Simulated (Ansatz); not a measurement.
Gas-phase electronic energies from Ansatz, PBE0-D4/def2-TZVP geometries. CCSD(T)/CBS is the MP2 limit (def2-TZVPP, def2-QZVPP) plus CCSD(T) − MP2 in def2-TZVPP, frozen cores. This one scheme is used for every species. DFT in def2-TZVPP. B3LYP here is the variant with VWN-RPA as its local correlation; programs differ in this. Each species was taken in one conformer, which may not be the lowest.

Consider the substitution at a C–F bond: `BC(C)F` + `O[SiH3]` → `BC(C)O[SiH3]` + H–F.

```tsv
level	ΔE (eV)
B3LYP-D4	0.10
ωB97M-V	0.12
SCS-MP2/def2-TZVPP	0.05
SCS-MP2/def2-QZVPP	0.04
```

(1) What does CCSD(T)/CBS give? (Estimate.)

Largest T1 diagnostic among the species: 0.011.

## Answers

(1) Ansatz gave: +0.03 eV. The listed levels differ from it by 0.07, 0.09, 0.02, 0.01 eV.

The D4 term adds −0.13 eV with B3LYP and −0.07 eV with PBE0; it sums over pairs of atoms, weighted by their polarisabilities, and B3LYP, whose exchange is more repulsive, gets the larger term. In def2-TZVPP, CCSD(T) changes the Hartree–Fock value by −0.21 eV (the triples alone add −0.03 eV) and MP2 by −0.26 eV. Leaving LDA and LC-ωPBE aside and taking each functional with its dispersion term where it has one, the values, not all of them listed here, spread over 0.12 eV, from revPBE-D4 to B97M-V. LDA lies −0.11 eV from PBE without D4.
